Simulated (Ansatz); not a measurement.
Consider the formal exchange of groups at a B–N bond: `CN(C)B(O)Br` + ethane → `CCB(O)Br` + dimethylamine.

Gas-phase electronic energies from Ansatz, PBE0-D4/def2-TZVP geometries. CCSD(T)/CBS is the MP2 limit (def2-TZVPP, def2-QZVPP) plus CCSD(T) − MP2 in def2-TZVPP, frozen cores. This one scheme is used for every species. For Br outer-core shells are correlated without core-valence functions, which leaves a few kJ/mol of doubt a bond. Scalar relativity is left out up to krypton. Each species was taken in one conformer, which may not be the lowest.

```json
{"species": "`CN(C)B(O)Br`", "HF/def2-TZVPP energy (Eh)": "-2806.45196"}
{"species": "`CC`", "HF/def2-TZVPP energy (Eh)": "-79.26175"}
{"species": "`CCB(O)Br`", "HF/def2-TZVPP energy (Eh)": "-2751.37038"}
{"species": "`CNC`", "HF/def2-TZVPP energy (Eh)": "-134.29707"}
```

Q: Work out ΔE.

A: ΔE = (-2751.37038) + (-134.29707) − (-2806.45196) − (-79.26175) = 0.04626 Eh = +121.5 kJ/mol. CCSD(T)/CBS gives +123.5 kJ/mol.

Largest T1 diagnostic among the species: 0.010.

The D4 term adds +3.6 kJ/mol with B3LYP and +2.0 kJ/mol with PBE0; it sums over pairs of atoms, weighted by their polarisabilities, and B3LYP, whose exchange is more repulsive, gets the larger term.

B3LYP here is the variant with VWN-RPA as its local correlation; programs differ in this.
